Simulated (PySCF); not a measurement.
This script is equivalent to a calculation on O³⁺ (oxygen, charge +3).

```python
from pyscf import gto, scf, dft, mp, cc
import basis_set_exchange as bse
mol = gto.M(atom="O 0 0 0", charge=3, spin=1, symmetry="D2h",
            basis=gto.basis.parse(bse.get_basis("x2c-TZVPPall", elements=["O"], fmt="nwchem")),
            nucmod="G")
mf = dft.UKS(mol, xc="R2SCAN").sfx2c1e()
mf.irrep_nelec = {'Ag': (2, 2), 'B2u': (1, 0)}
mf.kernel()
```

**Question.** What total energy does it give?

**Answer.** -71.262 hartree (calculated).

**Question.** Which occupied shell lies highest, and where?

**Answer.** 2p α, at -67.833 eV.

**Question.** What is ⟨S²⟩, and what would a pure spin state give?

**Answer.** 0.752, against 0.75.
